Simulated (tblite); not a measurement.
Run record: tight-binding relaxation, `O=CO/C([SiH3])=C/[SiH3]`.

Computed with GFN2-xTB geometry optimisation, gas phase (tblite 0.8.0). Start geometry: from a force field or distance geometry. The input is one job of a driver script: a line of settings, then coordinates in Å.

Command:
```bash
OMP_NUM_THREADS=1 python probes_run.py task.json out
```

Input:
```
{"job": {"kind": "relax", "xc": "GFN2-xTB", "basis": "xTB"}, "charge": 0, "multiplicity": 1}
O     -2.479200    -0.732000     1.236800
C     -2.585300    -0.826600     0.014300
O     -1.628900    -0.525300    -0.917900
C     -0.401200    -0.028500    -0.414800
Si    -0.395300     1.756600     0.157200
C      0.642500    -0.882400    -0.435400
Si     2.389500    -0.646200     0.088200
H     -3.471100    -1.196300    -0.493200
H     -1.766100     2.309200     0.074000
H      0.475800     2.543600    -0.753600
H      0.133700     1.872700     1.529800
H      0.483000    -1.889600    -0.810700
H      3.160200    -1.874300    -0.203200
H      2.987800     0.494600    -0.643200
H      2.450100    -0.367500     1.549600
```

Output:
```
step      E/eV     max force
  0    -599.99649    2.871
  1    -600.09961    3.178
  2    -600.16148    0.781
  3    -600.17037    0.424
  4    -600.17604    0.243
  5    -600.18273    0.272
  6    -600.18797    0.224
  7    -600.19164    0.128
  8    -600.19382    0.138
  9    -600.19530    0.091
... (103 lines left out)
113    -600.41717    0.020
114    -600.41720    0.016
115    -600.41723    0.016
116    -600.41726    0.014
117    -600.41728    0.016
118    -600.41731    0.013
119    -600.41736    0.017
120    -600.41741    0.012
121    -600.41743    0.013
122    -600.41745    0.006
```

«max force» is the largest atomic force in eV/Å.

Problem. From which step on does the largest force stay under 0.1 eV/Å, and how much energy is left to gain from there?

Solution. From step 81 (0.074 eV/Å), 10.0 meV above the end.

Main results: energy lowered by 9.7 kcal/mol over 122 steps; largest atomic force 0.006 eV/Å at the end.

Problem. Give the final coordinates.

Solution. 0.794 Å rms from the input after alignment:
```
atom  x, y, z in Å
O1    -2.8503    0.5918    0.3894
C2    -2.6917   -0.5084   -0.0724
O3    -1.5560   -1.0709   -0.3642
C4    -0.3656   -0.3480   -0.1314
Si5   -0.5332    1.4381    0.5120
C6     0.7448   -1.0293   -0.4049
Si7    2.5244   -0.4510   -0.2354
H8    -3.5267   -1.1885   -0.3067
H9    -1.2037    2.2932   -0.4620
H10    0.8756    1.8753    0.5442
H11   -1.0092    1.4617    1.8903
H12    0.6056   -2.0436   -0.7680
H13    3.3638   -1.6032   -0.5861
H14    2.8026    0.6421   -1.1677
H15    2.8153   -0.0513    1.1411
```

Problem. How long does this job take on one thread of an Arm Neoverse N1, no GPU (shared host)?

Solution. About 1.4 s.
Labels such as C1 count atoms from 1, the log's own numbers from 0.
